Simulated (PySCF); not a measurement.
Computed IR spectrum (relative IR intensity) of a molecule C₄H₅FSi. Geometry: ωB97X-D3(BJ)/def2-SVP. Other conformers were not sampled. All values below come from ωB97X-D3(BJ)/def2-SVP (PySCF). Frequencies are harmonic and unscaled.

Lines under 2 % of the strongest are left out, and lines within 2 cm⁻¹ are merged.

ν (cm⁻¹): 213 (vw), 424 (vw), 661 (m), 727 (vw), 741 (m), 759 (w), 769 (m), 870 (w), 930 (vs), 957 (w), 985 (m), 1370 (vw), 1695 (w), 2287 (s), 3482 (m) (against the strongest line: vs over 80 %, s over 45 %, m over 15 %, w over 4 %, vw less)

Task: Which molecule gave these data?
A) C=C(F)C#C[SiH3]
B) C#C/C([SiH3])=C\F
C) C#C[SiH2]/C=C/F
D) C#C/C=C\[SiH2]F

Result: D, C#C/C=C\[SiH2]F
